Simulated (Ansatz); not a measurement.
The multiplicity is imposed and other spin states were not computed.

Species: [Ru(NH3)4]2+ (charge 2, multiplicity 1).

### Question
Give a relaxed geometry from PBE-D3(BJ)/def2-SVP run with Ansatz (a first-principles code).

### Answer
the end point of this relaxation.
Cartesian coordinates (Å) in one orientation:
```xyz
17

Ru    -0.103    -0.460     0.443
N      1.902    -1.232     0.307
H      1.919    -2.243     0.079
H      2.410    -1.178     1.210
H      2.555    -0.808    -0.376
N     -2.151     0.115     0.767
H     -2.346     0.325     1.764
H     -2.818    -0.647     0.544
H     -2.526     0.936     0.258
N      0.562     1.481     0.625
H      0.727     1.739     1.619
H     -0.092     2.203     0.272
H      1.462     1.680     0.151
N     -0.335    -0.464    -1.604
H      0.526    -0.259    -2.143
H     -1.042     0.203    -1.964
H     -0.649    -1.392    -1.953
```
